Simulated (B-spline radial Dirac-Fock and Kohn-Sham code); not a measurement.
Z = 43 (technetium), transition energy 20 keV. Level of theory: a Dirac-Hartree-Slater potential of the neutral atom with a Latter tail (no hole, which puts coefficients of high multipoles low close above an edge), finite nucleus with surface currents; a radial atomic solver. The K shell is not open to conversion at this energy. Subshells that would emit electrons below 1 keV are left out.

Q: A pure transition shows α(L) = 3.25, L1/L2 = 12.7 and L1/L3 = 42.0. What is its multipolarity?
A. E3
B. E4
C. E1
D. E2
E. M2
F. M1
G. M4
H. M3

A: F. For comparison, α(L), L1/L2, L1/L3 are E1 1.50, 3.07, 1.82; E2 357, 0.0441, 0.0274; E3 52700, 0.00181, 0.00115; E4 4.10e+06, 0.00728, 0.00469; M2 364, 11.3, 2.43; M3 41600, 8.41, 0.369; M4 3.41e+06, 6.44, 0.147.

Run: 1.3 s of CPU time on 1 thread of Intel(R) Xeon(R) Platinum 8488C (shared host), peak memory 0.29 GiB.

Values without a named source are computed, but for edge energies of neutral atoms, which are taken from tables.
